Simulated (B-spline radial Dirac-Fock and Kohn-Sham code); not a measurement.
## Kohn-Sham estimates against Dirac-Fock for the levels of Ni⁴⁺

System: the Ni⁴⁺ ion, [Ar] 3d6.

The density-functional columns are spherical, spin-unpolarised Dirac-Kohn-Sham results without Breit or QED terms: −ε is minus the orbital energy of the initial state and ΔSCF the difference of two total energies. The reference in the last column comes from multi-electron Dirac-Fock with separately optimised hole states, Breit and Lamb-shift corrections added in first order. All numbers are from an atomic code on a B-spline grid, in eV; a selection of levels is shown. For the 1s level of heavy atoms much of the gap between ΔSCF and the reference is the Breit and QED part, -14.5 eV here; for other levels the error of the functional can be larger.

```
level  LDA −ε  LDA ΔSCF  PBE −ε  PBE ΔSCF  Dirac-Fock
    K  8257.3    8430.2  8274.3    8447.8      8416.5
   L1  1044.6    1075.3  1046.5    1077.1      1098.9
   L2   920.5     957.1   921.0     957.5       958.1
   L3   903.1     939.0   903.6     939.4       941.0
   M1   172.5     185.2   173.0     185.7       195.1
   M2   134.4     146.8   134.5     146.9       149.7
   M3   132.0     144.4   132.1     144.5       147.4
 M4,5   68.79     80.48   68.47     80.17       78.10
```

Task: Order the estimates of the K (1s) level by their distance from the Dirac-Fock value, nearest first.
A. LDA −ε
B. PBE ΔSCF
C. PBE −ε
D. LDA ΔSCF

Result: D (13.8 eV), B (31.3 eV), C (142.2 eV), A (159.2 eV).

Values without a named source are computed, but for edge energies of neutral atoms, which are taken from tables.
